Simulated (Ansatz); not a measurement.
CH₇FOSi₂ (`C[SiH](F)[SiH2]O`), relaxed with RKS PBE0-D4/def2-TZVP in Ansatz from a PBE-D4/def2-SVP geometry. The force threshold is 0.005 eV/Å; the program also tests the step.

Charge 0, multiplicity 1.

Start:

```xyz
12

C    -1.216    1.249   -0.631
Si    0.343    0.897    0.356
F     1.648    1.250   -0.605
Si    0.546   -1.412    0.781
O     0.522   -2.179   -0.730
H    -1.218    2.284   -1.027
H    -1.301    0.542   -1.482
H    -2.113    1.120    0.011
H     0.424    1.791    1.569
H     1.796   -1.727    1.571
H    -0.637   -1.958    1.530
H     1.206   -1.857   -1.343
```

| step | energy (eV) | largest force (eV/Å) | largest move (Å) |
| --- | --- | --- | --- |
| 1 | -21663.7533 | 0.776 | 0.000 |
| 2 | -21663.8123 | 0.551 | 0.094 |
| 3 | -21663.8323 | 0.251 | 0.048 |
| 4 | -21663.8369 | 0.098 | 0.057 |
| 5 | -21663.8386 | 0.070 | 0.024 |
| 6 | -21663.8399 | 0.041 | 0.049 |
| 7 | -21663.8402 | 0.013 | 0.020 |
| 8 | -21663.8402 | 0.008 | 0.011 |
| 9 | -21663.8403 | 0.001 | 0.004 |
| 10 | -21663.8403 | 0.003 | 0.006 |

End:

```xyz
12

C    -1.235    1.304   -0.624
Si    0.330    0.889    0.292
F     1.586    1.312   -0.633
Si    0.553   -1.412    0.738
O     0.589   -2.292   -0.665
H    -1.261    2.364   -0.890
H    -1.327    0.714   -1.539
H    -2.103    1.090    0.005
H     0.422    1.695    1.542
H     1.772   -1.654    1.563
H    -0.628   -1.908    1.491
H     1.299   -2.101   -1.280
```

Run time 82 s (4 threads of a server CPU on a shared host); peak host memory 0.59 GiB.
